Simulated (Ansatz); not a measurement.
Two members of one family (Series CdMeX), computed with Ansatz in the gas phase; def2 core potentials for Cd, no spin–orbit coupling. Binding counts from free atoms in the multiplicity of their measured ground term, without zero-point energy. A dash marks a value that wasn't run or was left out as unsound. The structures are stationary points that may keep the symmetry of their start. Remarks come from the PBE and PBE0 runs and from stability tests at other levels; not every state was tested. HOMO above LUMO (over both spins in singlets and doublets, within one spin in higher multiplets; at PBE or PBE0), or a gap under 0.15 eV within one spin, warns that the state may not be the lowest or that an electron is smeared out.

First: CdMeF (singlet, charge 0, PBE0-D4/def2-TZVP geometry).

```xyz
6

Cd    1.2356    0.1168    0.0981
C    -0.8276   -0.0789   -0.0662
H    -1.0684   -0.9870   -0.6182
H    -1.2372    0.7827   -0.5939
H    -1.2703   -0.1347    0.9290
F     3.1679    0.3011    0.2511
```

```json
{"level": "PBE-D4/def2-TZVP", "HOMO (eV)": "-7.38", "LUMO (eV)": "-1.67", "gap (eV)": "5.70", "vertical IE (eV)": "10.68", "vertical triplet (eV)": "5.35", "binding per atom (eV)": "3.16"}
{"level": "B97M-V/def2-TZVP", "HOMO (eV)": "-7.49", "LUMO (eV)": "-1.62", "gap (eV)": "5.87", "vertical IE (eV)": "–", "vertical triplet (eV)": "–", "binding per atom (eV)": "3.08"}
{"level": "r2SCANh-D4/def2-TZVP", "HOMO (eV)": "-7.99", "LUMO (eV)": "-1.06", "gap (eV)": "6.94", "vertical IE (eV)": "–", "vertical triplet (eV)": "–", "binding per atom (eV)": "3.10"}
{"level": "PBE0-D4/def2-SVP", "HOMO (eV)": "-8.35", "LUMO (eV)": "-0.61", "gap (eV)": "7.75", "vertical IE (eV)": "–", "vertical triplet (eV)": "–", "binding per atom (eV)": "3.10"}
{"level": "PBE0-D4/def2-TZVP", "HOMO (eV)": "-8.47", "LUMO (eV)": "-0.83", "gap (eV)": "7.64", "vertical IE (eV)": "10.74", "vertical triplet (eV)": "5.46", "binding per atom (eV)": "3.10"}
```

Metal–donor distances: 1 × C 2.08 Å, 1 × F 1.95 Å. Remarks: gap within one spin near zero at PBE or PBE0 (+1 doublet), gap within one spin near zero at PBE or PBE0 (triplet).

Second: CdMeCl (singlet, charge 0, PBE0-D4/def2-TZVP geometry).

```xyz
6

Cd    0.4117   -0.3359   -1.0726
C    -0.3083    0.2512    0.8040
H    -0.0451   -0.4993    1.5488
H    -1.3923    0.3545    0.7640
H     0.1347    1.2071    1.0830
Cl    1.1993   -0.9776   -3.1272
```

**Question.** What does the change do? Estimate second minus first.

**Answer.** 
```json
{"level": "PBE-D4/def2-TZVP", "Δ HOMO (eV)": "0.42", "Δ LUMO (eV)": "0.02", "Δ gap (eV)": "-0.40", "Δ vertical IE (eV)": "-0.54", "Δ vertical triplet (eV)": "-0.19", "Δ binding per atom (eV)": "-0.13"}
{"level": "B97M-V/def2-TZVP", "Δ HOMO (eV)": "0.15", "Δ LUMO (eV)": "0.04", "Δ gap (eV)": "-0.12", "Δ vertical IE (eV)": "–", "Δ vertical triplet (eV)": "–", "Δ binding per atom (eV)": "-0.08"}
{"level": "r2SCANh-D4/def2-TZVP", "Δ HOMO (eV)": "0.21", "Δ LUMO (eV)": "-0.02", "Δ gap (eV)": "-0.22", "Δ vertical IE (eV)": "–", "Δ vertical triplet (eV)": "–", "Δ binding per atom (eV)": "-0.08"}
{"level": "PBE0-D4/def2-SVP", "Δ HOMO (eV)": "0.23", "Δ LUMO (eV)": "-0.03", "Δ gap (eV)": "-0.26", "Δ vertical IE (eV)": "–", "Δ vertical triplet (eV)": "–", "Δ binding per atom (eV)": "-0.07"}
{"level": "PBE0-D4/def2-TZVP", "Δ HOMO (eV)": "0.18", "Δ LUMO (eV)": "0.00", "Δ gap (eV)": "-0.18", "Δ vertical IE (eV)": "-0.39", "Δ vertical triplet (eV)": "-0.13", "Δ binding per atom (eV)": "-0.08"}
```

Metal–donor distances: 1 × C 2.09 Å, 1 × Cl 2.29 Å. Remarks: gap within one spin near zero at PBE or PBE0 (+1 doublet), gap within one spin near zero at PBE or PBE0 (triplet).
